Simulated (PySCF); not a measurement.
# O²⁺: excitation energy

O²⁺ [He] 2s2 2p2 (3P) → O²⁺ [He] 2s2 2p1 3s1, s spin flipped, as a difference of total energies. Computed with PySCF 2.14 in dyall-av3z, with the spin-free X2C one-electron Hamiltonian (Gaussian nucleus). Correlated levels: valence: 1s2 frozen; virtual orbitals above 40 to 60 times the deepest correlated orbital energy dropped. The calculations carry no spin-orbit coupling.

```csv
method,excitation energy (eV)
UHF,33.542
LDA,33.723
PBE,33.527
PBE0,33.657
r2SCAN,34.225
BHandHLYP,33.666
B97-3,33.800
LC-wPBE,33.858
wB97X,33.816
MP2 (valence),33.552
SCS-MP2 (valence),33.427
```

The upper determinant mixes two multiplicities, so it lies between the two terms.

The promoted electron is Rydberg-like, and one or two diffuse shells describe it only roughly, which tends to raise the upper state.
